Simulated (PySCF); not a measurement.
CH₅FO₂Si₂, SMILES O1[SiH2]CO[Si@@H]1F. The structure is a stationary point at B3LYP-D3(BJ)/def2-SVP. The structure was generated by enumeration; whether it is a known compound was not checked. Other conformers were not sampled.

Computed with B3LYP-D3(BJ)/def2-SVP in PySCF.

Harmonic wavenumbers (cm⁻¹): 88, 96, 265, 348, 436, 484, 511, 655, 697, 701, 750, 804, 841, 867, 908, 942, 976, 997, 1077, 1225, 1284, 1463, 2242, 2248, 2352, 3032, 3085. Rotational constants (GHz): 4.253, 1.966, 1.573; symmetry number 1.

Q: Work out the zero-point energy and the ideal-gas rigid-rotor harmonic-oscillator thermochemistry at 298.15 K and 1 atm.

A: ZPE = ½ Σ hcν = ½ × 29377 cm⁻¹ = 175.71 kJ/mol. H − E(el) = 196.00 kJ/mol. Entropy in J/(mol K): translation 168.88, rotation 115.45, vibration 61.02, total 345.36. G − E(el) = 93.04 kJ/mol. Cp = 111.42 J/(mol K). Modes under 150 cm⁻¹ make the vibrational entropy uncertain.
